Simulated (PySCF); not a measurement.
C2H8GeOSi, SMILES CC(=O)[SiH2][GeH3] at its GFN2-xTB optimised geometry (Å):

```
13

C      2.6656    -0.7038     0.0000
C      1.1668    -0.7038     0.0000
O      0.5118    -1.7238    -0.0002
Si     0.1800     0.9506     0.0000
Ge    -1.9531     0.0180     0.0033
H      3.0168    -0.1663    -0.8784
H      3.0661    -1.7155     0.0006
H      3.0170    -0.1651     0.8775
H      0.5812     1.7238     1.1802
H      0.5780     1.7208    -1.1832
H     -2.2530    -0.8286    -1.1901
H     -2.2445    -0.8425     1.1886
H     -3.0661     1.0305     0.0127
```

Method: PySCF with CAM-B3LYP/def2-TZVP. Cells within 0.4 Å of a nucleus heavier than hydrogen are left out (blank, or x).

Map of the electrostatic potential (hartree/e), clipped to [-0.08, 0.12] on the plane z = 0.0 Å:

```
|3333333333333333333333333|
|3333333333333333333333333|
|3333333333333333333333333|
|3333333333333333333333333|
|3333333333444333333333333|
|3333333334444444344433333|
|3333333344566544444444333|
|3333333345799975444444433|
|3333465457999999654444443|
|3223899999999999755444444|
|322399999999xx99865544444|
|3223699999999999998654444|
|3333599xx9999999999974444|
|33335999999999xx99x995444|
|33334799999599xx99x995443|
|3333345887339x99999995443|
|3333333332129x99699995443|
|3332222221009992259985433|
|3332222221000100134554433|
|3332222221100000123443333|
|3332222222111011223333333|
|3332222222211112223333333|
|3332222222222222223333333|
|3333222222222222223333333|
|3333322222222222233333333|
```
Scale: ten equal steps from -0.063 (start of '0') to 0.120 (end of '9'), in the order '0123456789'; x runs from -5.50 to 5.50, y from -5.50 (bottom) to 5.50 (top).
